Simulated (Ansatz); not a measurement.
`N#Cc1cscn1` + `[F][GeH2][Cl]` → `N#[C][GeH]([F])[Cl]` + `c1cscn1` at 700 K and 1 bar (formal exchange of groups at a C–C bond).

Program: Ansatz. Geometries: PBE0-D4/def2-TZVP. ΔE: electronic, gas phase. CBS: MP2 limit from def2 TZ/QZ plus the TZ coupled-cluster correction, frozen cores. For Ge outer-core shells are correlated without core-valence functions, which leaves a few kJ/mol of doubt a bond. Scalar relativity is left out up to krypton.

| species | CCSD(T)/CBS energy (Eh) | H − E (kJ/mol) | S (J/(mol·K)) |
| --- | --- | --- | --- |
| `N#Cc1cscn1` | -660.55323 | 210.1 | 424.4 |
| `[F][GeH2][Cl]` | -2636.95386 | 96.6 | 360.2 |
| `N#[C][GeH]([F])[Cl]` | -2729.09452 | 114.1 | 430.4 |
| `c1cscn1` | -568.42044 | 198.6 | 362.2 |

H − E and S are ideal-gas, rigid-rotor, harmonic terms from PBE0-D4/def2-TZVP, for one conformer and one mirror image of each species. 1 Eh = 2625.50 kJ/mol, R = 8.31446 J/(mol·K).

**Question.** By hand: ΔE, ΔH, ΔS and ΔG.

**Answer.** ΔE = (-2729.09452) + (-568.42044) − (-660.55323) − (-2636.95386) = -0.00787 Eh = -20.7 kJ/mol. Δ(H − E) = 114.1 + 198.6 − 210.1 − 96.6 = 6.0, so ΔH = -14.7 kJ/mol. ΔS = 430.4 + 362.2 − 424.4 − 360.2 = 8.0 J/(mol·K). ΔG = -14.7 − 700 × (8.0)/1000 = -20.3 kJ/mol.

**Question.** By hand: the equilibrium constant, and the temperature at which ΔG would vanish if ΔH and ΔS stayed fixed.

**Answer.** log₁₀ K = −ΔG/(RT ln 10) = 1.5. ΔH and −TΔS have one sign here, so there is no such temperature.

TΔS isn't small against ΔH here. A doubt of 5 kJ/mol in ΔE shifts log₁₀ K by 0.4 here. Other conformers and mirror images would add mixing entropy, several J/(mol·K) or more a flexible species. These are equilibria of isolated gas molecules and say nothing of rates. Largest T1 diagnostic: 0.015 (customary marks: 0.02 for closed shells, 0.045 for open ones).

ΔS is within the doubt of such terms, so its sign, and with it that verdict, could turn.
